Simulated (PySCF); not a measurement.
Species: C6H5NO3 (charge +1 and doublet state).
Z-matrix (Å and degrees, GFN2-xTB geometry), rows numbered from 1:
```
C 
C   1  1.3478
C   2  1.4344  1  149.76
N   3  1.3115  2  149.73  1     0.12
C   4  1.4266  3  121.04  2     0.07
O   5  1.1835  4  121.71  3     0.03
C   3  1.3900  2   60.05  1  -179.90
O   7  1.2951  2  152.74  3  -179.83
C   8  1.3976  7  117.10  2   179.54
O   9  1.1817  8  122.14  7    -0.04
H   1  1.0794  2  119.77  3    -0.08
H   1  1.0781  2  121.20  3   179.95
H   4  1.0215  3  118.45  2  -179.89
H   5  1.0959  4  111.23  3  -179.98
H   9  1.0925  8  108.42  7  -179.93
```

The hyperfine couplings belong to this conformer and change with its torsions.

The species is `[CH2+][C]1C(NC=O)=C1OC=O` [radical] (charge +1).

Theory: UKS B3LYP, pcH-1 on C H N O, non-relativistic, mean-field spin-orbit, GIAO in PySCF 2.14.0. Geometry: GFN2-xTB, one conformer, isolated ion. The geometry wasn't refined by DFT: couplings that depend on bond lengths, twists or pyramidal angles can differ widely from those at the functional's own minimum, by a factor of two or more for some ions and for spin on atoms past the first row. The SCF solution wasn't tested for stability.

The largest Mulliken spin populations are on C1 (+0.73), C7 (+0.21), C2 (-0.11) and C3 (+0.10). The positive populations add up to 1.19 and the negative ones to -0.19, together 2S = 1. The angles at C1 add up to 360.0°, so it is planar; its axial dipolar tensor and the negative couplings of its protons fit spin in a p orbital normal to that plane.

Problem. McConnell's relation a(H) = Q·ρ ties the coupling of a proton on a planar π carbon to the spin population of that carbon. What Q do the computed values give?

Solution. 
| H | C | ρ(C) | a(H) (G) | a/ρ (G) |
| --- | --- | --- | --- | --- |
| H11 | C1 | +0.728 | -16.90 | -23.2 |
| H12 | C1 | +0.728 | -16.71 | -23.0 |

These protons share one ρ (within 0.01), so their mean ratio, Q = -23.1 G, is no test of linearity. In McConnell's picture π spin on carbon polarises the C–H bond and leaves opposite spin at the proton, which makes Q negative, as found here.

Couplings in gauss use g_iso = 2.0029.

The SMILES draws the unpaired electron on C2; the largest computed Mulliken spin population is on C1 (0.73 against -0.11).
